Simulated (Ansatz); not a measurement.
Geometry optimisation, RKS PBE0/STO-3G in Ansatz 0.2.0.

input.yaml

```yaml
crystal:
  periodic: [false, false, false]
  atoms:
    - { symbol: C, position_ang: [-0.74905, 2.01357, -0.39112] }
    - { symbol: Si, position_ang: [0.33367, 0.75943, 0.21711] }
    - { symbol: Si, position_ang: [1.33924, -1.26512, 0.18708] }
    - { symbol: O, position_ang: [2.94915, -0.80099, 0.12127] }
    - { symbol: H, position_ang: [-1.80432, 1.84836, -0.566] }
    - { symbol: H, position_ang: [-0.39095, 2.95891, -0.7724] }
    - { symbol: H, position_ang: [1.26957, -1.62137, -1.26728] }
    - { symbol: H, position_ang: [3.457, -0.68876, 0.91593] }
basis:
  gaussian: { orbitals: STO-3G }
hamiltonian:
  xc: pbe0
relax:
  f_tol: 0.015
  max_steps: 40
```

Run as:

```bash
$ ansatz run input.yaml --threads 1 --pin off --max-ram 2048MiB --backend cpu --events-out ev --progress --plain --runs-dir out
```

**Question.** Where does it end, and by what steps?

**Answer.** The run converged. Limits of this set-up: minimal basis. After 29 steps the energy has fallen by 1.775 eV; Si2 moved furthest, 1.43 Å.

```tsv
step	energy less start (eV)	largest force component (eV/Å)	accepted
0	0.0000	3.865	yes
2	-0.9761	0.942	yes
4	-1.4996	0.407	yes
6	-1.6930	0.530	yes
8	-1.7132	0.511	yes
10	-1.7427	0.277	no
12	-1.7610	0.081	yes
14	-1.7634	0.388	no
16	-1.7694	0.167	yes
18	-1.7707	0.085	yes
20	-1.7734	0.054	yes
22	-1.7741	0.113	no
24	-1.7747	0.030	yes
26	-1.7751	0.028	yes
28	-1.7752	0.018	yes
29	-1.7753	0.011	yes
```

```xyz
8
Properties=species:S:1:pos:R:3
C -0.531 1.908 -0.294
Si 0.795 1.196 -1.061
Si 1.300 -0.882 -0.448
O 2.653 -1.101 0.549
H -1.236 1.397 0.363
H -0.817 2.943 -0.481
H 1.730 -1.755 -1.541
H 2.511 -0.503 1.358
```

Whether the end is a true minimum wasn't checked by a vibrational analysis.

Run time: 54 s on 1 thread of Arm Neoverse V1 (shared host), peak memory 0.12 GiB.
